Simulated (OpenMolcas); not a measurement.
Pm2+ among 8 point charges of -1.5 e arranged as a cube (Oh), 2.56 Å from the ion. The active orbitals were held to one l.
```
   1.4780    1.4780    1.4780  -1.50
   1.4780    1.4780   -1.4780  -1.50
   1.4780   -1.4780    1.4780  -1.50
   1.4780   -1.4780   -1.4780  -1.50
  -1.4780    1.4780    1.4780  -1.50
  -1.4780    1.4780   -1.4780  -1.50
  -1.4780   -1.4780    1.4780  -1.50
  -1.4780   -1.4780   -1.4780  -1.50
```

```
Program             : OpenMolcas
Method              : CASSCF
Basis               : ANO-RCC-VTZP [8s7p5d3f2g1h]
Scalar Hamiltonian  : DKH2, point nucleus
Active space        : 5 electrons in 7 orbitals (4f)
State averaging     : 2S+1 = 6 odd, 21 roots; 2S+1 = 4 odd, 128 roots kept (CI in the orbitals of an earlier block, 108 in the spin-orbit step); 2S+1 = 2 odd, 150 roots kept (CI in the orbitals of an earlier block, 39 in the spin-orbit step)
Spin-orbit coupling : state interaction with AMFI integrals over the reference wave functions
```

What is the spin-free ground state (labels of O, the rotations of Oh)?

6T2, 3-fold in its orbital part, 100 % from free-ion H terms; it has the highest spin that f5 allows.

Where is the first state of the same spin?

6T1 at 28.3 cm-1 above the ground state.

What are the lowest two levels with spin-orbit coupling?

A 4-fold level Γ8, then a 2-fold level Γ7 139.3 cm-1 above it. Their leading multiplicities are 6 (98 %) and 6 (98 %).

What is χT at 300 K, and how does it compare with the textbook value?

Hund's rules give f5 the level 6H5/2 with g = 0.286, so an isolated free-ion multiplet has χT = g² J(J+1) / 8 = 0.089 cm3 K/mol. The computed 0.387 at 300 K differs by +333 %, through the field's splitting, the mixing of terms and any other multiplet in reach.

High states are left out of the spin-orbit mixing, which shifts the levels that they would mix with. This is an electrostatic model: the charges have no orbitals. The first state left out of the spin-orbit step lies near 34000 cm-1 above the lowest spin-free state of the reference (among the parities and spins computed), and the lists stop at four fifths of that energy or lower. No measured value stands beside these numbers.
